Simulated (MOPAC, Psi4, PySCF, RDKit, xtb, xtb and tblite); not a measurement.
Two geometries of SMILES N#Cc1ccccc1C=O (C8H5NO), relaxed at GFN2-xTB with one dihedral held; other torsions can differ between them too.

Structure A

```
15

N     -2.6843     2.1813     0.1796
C     -1.7338     1.5431     0.1222
C     -0.5313     0.7995     0.0566
C      0.6823     1.4849     0.0299
C      1.8713     0.7804    -0.0313
C      1.8631    -0.6068    -0.0762
C      0.6624    -1.2924    -0.0623
C     -0.5457    -0.6045     0.0157
C     -1.8183    -1.3470    -0.0075
O     -1.9330    -2.4845    -0.3805
H      0.6822     2.5646     0.0568
H      2.8084     1.3163    -0.0470
H      2.7942    -1.1501    -0.1278
H      0.6330    -2.3708    -0.1061
H     -2.6933    -0.7527     0.3196
```

Structure B

```
15

N     -2.7137     2.1509     0.1519
C     -1.7536     1.5317     0.0694
C     -0.5420     0.8018    -0.0012
C      0.6723     1.4880     0.0107
C      1.8604     0.7844    -0.0401
C      1.8480    -0.6021    -0.0843
C      0.6470    -1.2898    -0.0718
C     -0.5581    -0.5984    -0.0552
C     -1.8410    -1.3445    -0.0465
O     -2.7113    -1.2400    -0.8624
H      0.6690     2.5667     0.0596
H      2.7994     1.3166    -0.0392
H      2.7779    -1.1491    -0.1185
H      0.6363    -2.3695    -0.1000
H     -1.9071    -2.0838     0.7800
```

**Question.** Which is lower in energy at the level Psi4 with PBE0-D3(BJ)/def2-SVP // GFN2-xTB, and by how much?

**Answer.** A is lower, by 6.80 kcal/mol (dihedral C3–C8–C9–O10: 160° in A, 60° in B).

E(B) − E(A) in kcal/mol at the other levels, on the same two geometries: GFN2-xTB (xtb and tblite) 3.93; MMFF94 // GFN2-xTB (RDKit) 5.49; PBE0/def2-SVP // GFN2-xTB (Psi4) 6.82; PBE/def2-SVP // GFN2-xTB (Psi4) 7.00; PBE-D3(BJ)/def2-SVP // GFN2-xTB (Psi4) 7.00; UFF // GFN2-xTB (RDKit) 5.00; PM6, restricted, heats of formation // GFN2-xTB (MOPAC) 2.15; PM3, restricted, heats of formation // GFN2-xTB (MOPAC) 1.64; GFN1-xTB // GFN2-xTB (xtb) 4.56; restricted B3LYP/6-31G*, spherical d, density fitting // GFN2-xTB (PySCF) 6.85; restricted MP2 (frozen core)/6-31G*, spherical d // GFN2-xTB (PySCF) 5.95; restricted Hartree-Fock/LANL2DZ, density fitting // GFN2-xTB (PySCF) 6.79; restricted Hartree-Fock/3-21G, density fitting // GFN2-xTB (PySCF) 7.83.
